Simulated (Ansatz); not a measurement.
MoOCl4 (MoCl4O). Charge 0, multiplicity 1. Geometry PBE-D4/def2-SVP; atoms count from 1.

```xyz
6

Mo   -0.0693   -0.0168    0.0454
O    -1.4331   -0.3473    0.9388
Cl    0.4650   -2.0551   -0.9011
Cl    1.6590   -0.3976    1.5298
Cl    0.2840    2.2366    0.4105
Cl   -0.9056    0.5802   -2.0233
```

In the def2 sets Mo takes a core potential; there is no spin–orbit coupling. The restricted singlet is unstable towards broken spin symmetry in Hartree–Fock (as tested in another run); at PBE0-D4/def2-TZVP this wasn't settled.

Q: Estimate the Mulliken populations from the PBE0/def2-TZVP orbitals of Ansatz.

A: 
| atom | charge (e) | d electrons |
| --- | --- | --- |
| Mo1 | 1.24 | 3.83 |
| O2 | -0.35 | – |
| Cl3 | -0.22 | – |
| Cl4 | -0.22 | – |
| Cl5 | -0.22 | – |
| Cl6 | -0.22 | – |
Mulliken values depend strongly on the basis.

Q: And the Mayer bond orders between heavy atoms (over 0.3)?

A: Mo1–O2 2.09 (1.66 Å); Mo1–Cl3 1.08 (2.31 Å); Mo1–Cl4 1.08 (2.31 Å); Mo1–Cl5 1.08 (2.31 Å); Mo1–Cl6 1.08 (2.31 Å).
